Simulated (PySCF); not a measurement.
# Bi⁺ (bismuth, charge +1) across methods

[Xe] 4f14 5d10 6s2 6p2, high-spin 3P determinant. Calculation: PySCF 2.14, in ANO-RCC-VTZP; scalar relativity by spin-free X2C-1e.

```json
{"method": "UHF", "E (hartree)": "-21528.03247", "mean ε 6s α (eV)": "-27.961", "mean ε 6s β (eV)": "-23.966", "mean ε 6p α (eV)": "-15.704", "Σ⟨r²⟩ (bohr²)": "60.95", "⟨S²⟩": "2.008"}
{"method": "r2SCAN", "E (hartree)": "-21534.24", "mean ε 6s α (eV)": "-23.080", "mean ε 6s β (eV)": "-21.415", "mean ε 6p α (eV)": "-12.409", "Σ⟨r²⟩ (bohr²)": "60.32", "⟨S²⟩": "2.004"}
{"method": "PBE", "E (hartree)": "-21534.33", "mean ε 6s α (eV)": "-22.508", "mean ε 6s β (eV)": "-21.321", "mean ε 6p α (eV)": "-12.049", "Σ⟨r²⟩ (bohr²)": "60.52", "⟨S²⟩": "2.001"}
{"method": "LDA", "E (hartree)": "-21521.35", "mean ε 6s α (eV)": "-22.785", "mean ε 6s β (eV)": "-21.770", "mean ε 6p α (eV)": "-12.162", "Σ⟨r²⟩ (bohr²)": "60.39", "⟨S²⟩": "2.001"}
{"method": "PBE0", "E (hartree)": "-21534.01", "mean ε 6s α (eV)": "-24.119", "mean ε 6s β (eV)": "-22.282", "mean ε 6p α (eV)": "-13.132", "Σ⟨r²⟩ (bohr²)": "60.40", "⟨S²⟩": "2.002"}
```

Spin-orbit coupling is strong in this species (close to jj coupling), so the high-spin LS determinant is a model state, not a physical level.
